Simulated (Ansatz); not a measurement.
Mulliken charges of CH6GeOS (`OC[S][GeH3]`) from ωB97M-V/def2-TZVPP in Ansatz (PBE0-D4/def2-TZVP geometry).

| atom | x (Å) | y (Å) | z (Å) | charge (e) |
| --- | --- | --- | --- | --- |
| O1 | -1.138 | 1.450 | -1.011 | -0.295 |
| C2 | 0.197 | 1.060 | -0.978 | -0.091 |
| S3 | 0.482 | -0.741 | -1.141 | -0.195 |
| Ge4 | 0.235 | -1.342 | 0.976 | 0.057 |
| H5 | -1.601 | 1.049 | -0.270 | 0.184 |
| H6 | 0.676 | 1.503 | -1.851 | 0.138 |
| H7 | 0.716 | 1.415 | -0.081 | 0.138 |
| H8 | 0.347 | -2.869 | 1.022 | 0.040 |
| H9 | -1.149 | -0.898 | 1.494 | 0.004 |
| H10 | 1.318 | -0.677 | 1.843 | 0.020 |

By hand: the dipole of these point charges (1 e Å = 4.8032 D).

Σ q r = (0.170, 0.008, 0.433) e Å, of length 0.465 e Å = 2.23 D.

How does the dipole of the full density compare? (Estimate.)

Ansatz gave: (0.060, -0.009, 0.408) e Å, 1.98 D; the point charges give 1.13 times that, at 13° from its direction.

Point charges leave out the atoms' own dipoles, such as those of lone pairs, and Mulliken's split depends on the basis, so the close match here is no proof of good charges.
